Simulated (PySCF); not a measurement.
## RuH₂⁺, quartet: structure and spectrum

Level of theory: UPBE0/[Ru def2-TZVP with ECP28, H def2-TZVP], scalar-relativistic core potentials, density fitting, no spin–orbit coupling, PySCF.

The structure is a minimum.

Z-matrix (Å, degrees; charge 1 multiplicity 4):
```
Ru
H  1 1.8478
H  1 1.8478 2 25.74
```

```json
{"Point group": "C2v", "Bond lengths": "H–H 0.823 Å, Ru–H 1.848 Å (×2)", "Bond angles": "H–H–Ru 77.1° (×2), H–Ru–H 25.7°", "Heat capacity Cp at 298.15 K": "36.3 J/(mol K)", "Principal quadrupole moments (Buckingham, traceless) about the centre of mass": "-2.56, -1.31, 3.86 D Å", "Enthalpy at 298.15 K above 0 K": "10.13 kJ/mol", "Lowest empty level (β)": "-9.26 eV", "Dipole moment about the centre of mass": "0.24 D", "Entropy at 298.15 K and 1 bar (electronic part: spin only)": "233.1 J/(mol K)", "Zero-point energy": "32.9 kJ/mol", "Spin squared ⟨S²⟩": "3.755", "Rotational constants": "49.39, 2.628, 2.496 cm⁻¹", "Rotational symmetry number": "2", "Highest occupied level (β)": "-12.98 eV", "Principal polarisabilities": "17.6, 18.5, 21.6 bohr³"}
```

Harmonic modes (masses in u: Ru 101.904, H 1.008):
| symmetry | ω (cm⁻¹) | IR (km/mol) |
| --- | --- | --- |
| a1 | 824 | 81.0 |
| b2 | 1348 | 4.3 |
| a1 | 3329 | 10.8 |

In C2v the vibrations span 2a1 + b2. Here b1 is antisymmetric to the molecular plane and b2 lies in it.

Charges (e):
```csv
atom,Mulliken,Löwdin,polar tensor,spin (Mulliken),Mayer order to Ru1
Ru1,0.79,0.73,0.83,3.00,–
"H2,3",0.10,0.13,0.09,0.00,0.38
```
Other Mayer orders above 0.3: H–H 0.63.

Mulliken populations on Ru1 (electrons outside its core potential): s 2.20, p 6.09, d 6.91, f 0.00.

Outer orbital energies (eV). α occupied: -20.75, -15.48, -15.22, -14.84, -14.73, -14.15; empty: -8.72, -6.29, -5.61, -3.15. β occupied: -20.40, -13.60, -12.98; empty: -9.26, -8.96, -8.71, -7.70.

This need not be the most stable arrangement of these atoms. With open d or f shells other occupations or spin states may lie lower. At this level a quartet minimum of C2v symmetry lies 21 kJ/mol below this structure.

The final relaxation and frequency run took roughly 23 core-seconds on a shared host.
